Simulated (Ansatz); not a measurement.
Ansatz (a quantum-chemistry and plane-wave program) input (B97M-V/def2-TZVPD):

Ansatz 0.2 input:
```yaml
crystal:
  periodic: [false, false, false]
  atoms:
    - {symbol: Sn, position_ang: [-0.63583677, 0.47277619, -0.54053058]}
    - {symbol: O, position_ang: [-1.68753965, -1.20796526, -0.44194489]}
    - {symbol: Br, position_ang: [1.29406158, -0.39928822, 0.87320252]}
basis:
  gaussian:
    orbitals: def2-TZVPD
hamiltonian:
  xc: {name: B97M-V}
magnetization: {spin_polarized: true, initial_magnetization: 1}
output: {forces: true}
```

End of the output:

```
integrals: 0.09 GiB planned
1008 factors; their error is unknown
mean field: 0.84 GiB planned
mean field evaluation 1: about -77896.1485 eV, gradient 5.8e1 eV
mean field evaluation 2: about -77671.9770 eV, gradient 1.5e2 eV
mean field evaluation 4: about -77910.4527 eV, gradient 2.1e1 eV
mean field evaluation 8: about -77912.6261 eV, gradient 7.9e-1 eV
mean field evaluation 16: about -77912.6245 eV, gradient 6.2e-3 eV
mean field evaluation 32: about -77911.6443 eV, gradient 4.9e0 eV
mean field -77912.62451698 eV, -2863.2361399255 hartree, gradient 9.0e-6 eV, S^2 0.760039; 4 other end points of the search recorded, 0 dependent functions left out
the calculation of the forces begins
reference -77912.62459426 eV, -2863.2361427654 hartree; 33, 32 occupied and 120, 121 virtual orbitals, 1008 factors
Total energy: -77912.62459426 eV, -2863.2361427654 hartree
Atom 0 at    -0.635837     0.472776    -0.540531 Å, force     0.024523    -0.204612     0.095970 eV/Å
Atom 1 at    -1.687540    -1.207965    -0.441945 Å, force     0.104253     0.153542    -0.004506 eV/Å
Atom 2 at     1.294062    -0.399288     0.873203 Å, force    -0.128777     0.051070    -0.091465 eV/Å
Dipole moment:    -0.089055     0.611172    -0.295360 e Å
```

It need not be the lowest isomer of its formula.
